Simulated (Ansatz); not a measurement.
C2H9GaSi (`CC[SiH2][GaH2]`). Charge 0, multiplicity 1.

```xyz
13

C    -0.102    1.113    1.355
C    -0.957    0.802    0.131
Si   -0.619   -0.907   -0.590
Ga    1.673   -1.226   -1.281
H    -0.323    2.103    1.761
H    -0.270    0.386    2.154
H     0.965    1.092    1.112
H    -0.784    1.547   -0.653
H    -2.021    0.865    0.382
H    -0.957   -1.944    0.432
H    -1.515   -1.158   -1.759
H     2.172   -2.611   -1.841
H     2.737   -0.063   -1.204
```

Question: List the harmonic frequencies (cm⁻¹, unscaled) at PBE0-D4/def2-TZVP in Ansatz. (Estimate.)

Answer: The calculation gave: 65, 68, 110, 216, 243, 316, 357, 404, 564, 637, 642, 732, 750, 802, 919, 983, 988, 1055, 1254, 1258, 1406, 1447, 1492, 1497, 1933, 1943, 2175, 2180, 3039, 3046, 3085, 3109, 3113.

Question: Is this a minimum?

Answer: Yes, all 33 modes are real.

Question: Give the ideal-gas thermochemistry at 298.15 K and 1 bar (rigid rotor, harmonic oscillator; point group C1, symmetry number 1).

Answer: Zero-point energy 250.2 kJ/mol; H(298) − E = 274.2 kJ/mol; entropy 375.4 J/(mol·K), of which translation 169.6, rotation 115.7, vibration 90.0; G(298) − E = 162.2 kJ/mol. Modes under 100 cm⁻¹ are hindered rotations or soft bends, so the harmonic entropy is rough.

Question: And at 400, 500, 600, 800 and 1000 K?

Answer: 
| T (K) | H − E (kJ/mol) | S (J/mol/K) | G − E (kJ/mol) |
| --- | --- | --- | --- |
| 400 | 288.1 | 415.3 | 121.9 |
| 500 | 304.0 | 450.8 | 78.6 |
| 600 | 321.9 | 483.4 | 31.9 |
| 800 | 362.4 | 541.5 | -70.8 |
| 1000 | 407.7 | 591.9 | -184.2 |
